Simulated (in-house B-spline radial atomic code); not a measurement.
Radial electron density of H⁻, 1s2. Computed with an all-electron radial atomic-structure program (B-spline basis): non-relativistic wB97X, spin-polarised, spherical fractional occupations, exact exchange averaged over the configuration, point nucleus.

Columns: r (bohr), 4πr²n(r) (electrons per bohr), bar.

```
  0.0642  0.01545 #
  0.0731  0.01967 #
  0.0832  0.02496 ##
  0.0948  0.03166 ##
   0.108  0.04001 ###
   0.123  0.05035 ###
    0.14  0.06304 ####
   0.159  0.07826 #####
   0.181  0.09703 #######
   0.206   0.1195 ########
   0.235   0.1468 ##########
   0.267   0.1778 ############
   0.304   0.2142 ###############
   0.346   0.2554 #################
   0.394   0.3013 #####################
   0.449   0.3516 ########################
   0.511    0.404 ############################
   0.582   0.4576 ###############################
   0.662   0.5091 ###################################
   0.754   0.5569 ######################################
   0.858   0.5969 #########################################
   0.977   0.6264 ###########################################
    1.11   0.6424 ############################################
    1.27   0.6432 ############################################
    1.44   0.6284 ###########################################
    1.64   0.5979 #########################################
    1.87   0.5534 ######################################
    2.13   0.4986 ##################################
    2.42   0.4383 ##############################
    2.76   0.3732 ##########################
    3.14   0.3097 #####################
    3.57   0.2496 #################
    4.07   0.1934 #############
    4.63   0.1444 ##########
    5.27   0.1021 #######
       6  0.06717 #####
    6.83  0.04031 ###
    7.78  0.02163 #
    8.85  0.01043 #
```

On this grid the curve has 1 maximum, near 1.27 bohr.

The 1s up radial function P(r) = rR(r), positive near the nucleus:

```csv
r (bohr),P
0.02,0.02863
0.0259,0.03685
0.0336,0.04744
0.0435,0.0608
0.0564,0.07781
0.0731,0.09917
0.0948,0.1258
0.123,0.1587
0.159,0.1978
0.206,0.2445
0.267,0.2982
0.346,0.3573
0.449,0.4193
0.582,0.4783
0.754,0.5277
0.977,0.5596
1.27,0.5671
1.64,0.5468
2.13,0.4993
2.76,0.432
3.57,0.3533
4.63,0.2687
6,0.1833
7.78,0.104
```
